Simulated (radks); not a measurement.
Pm II, configuration [Xe] 4f4 6s1.5 6p0.5 (fractional occupations, a model configuration). Method: scalar-relativistic Kohn-Sham, PBE, spin-polarised, spherical densities, point nucleus; open shells are filled with parallel spins first (spin-orbit coupling, left out, can overturn this in heavy ions); computed with a radial shooting solver on a logarithmic mesh with Libxc functionals. Some entries of the table are withheld. Estimate them.

| orbital | occ. | eigenvalue (hartree) | <r> (bohr) | <1/r> (bohr^-1) |
|---|---|---|---|---|
| 1s up | 1 | -1655.160 | 0.02318 | 67.43 |
| 1s down | 1 | -1655.160 | 0.02318 | 67.43 |
| 2s up | 1 | -269.5804 | 0.09896 | 15.59 |
| 2s down | 1 | -269.5796 | 0.09896 | 15.59 |
| 2p up | 3 | -240.7860 | 0.08711 | 14.67 |
| 2p down | 3 | -240.7853 | 0.08711 | 14.67 |
| 3s up | 1 | -59.27657 | 0.2606 | 5.693 |
| 3s down | 1 | -59.22931 | 0.2604 | 5.697 |
| 3p up | 3 | -50.23688 | 0.2589 | 5.373 |
| 3p down | 3 | -50.18984 | 0.2587 | 5.376 |
| 3d up | 5 | -37.84633 | 0.2363 | 5.099 |
| 3d down | 5 | -37.81001 | 0.2361 | 5.102 |
| 4s up | 1 | -12.29786 | 0.5921 | 2.390 |
| 4s down | 1 | -12.17602 | 0.5920 | 2.390 |
| 4p up | 3 | -9.32699 | 0.6266 | 2.202 |
| 4p down | 3 | -9.20498 | 0.6264 | 2.202 |
| 4d up | 5 | -5.13019 | 0.6849 | 1.933 |
| 4d down | 5 | -5.00824 | 0.6853 | 1.932 |
| 5s up | 1 | -2.02013 | 1.405 | 0.9439 |
| 5s down | 1 | -1.94978 | 1.419 | 0.9316 |
| 5p up | 3 | -1.27603 | 1.623 | 0.8064 |
| 5p down | 3 | -1.22204 | 1.643 | 0.7936 |
| 4f up | 4 | -0.64814 | 0.9381 | 1.391 |
| 4f down | 0 | -0.53893 | 0.9675 | 1.367 |
| 6s up | 1 | -0.38540 | (1) | 0.3441 |
| 6s down | 0.5 | -0.35441 | (2) | 0.3425 |
| 6p up | 0.5 | -0.25227 | 4.489 | 0.2782 |
| 6p down | 0 | -0.22334 | 4.594 | 0.2726 |

Answer. 
(1) 6s up <r> (bohr): 3.656
(2) 6s down <r> (bohr): 3.689
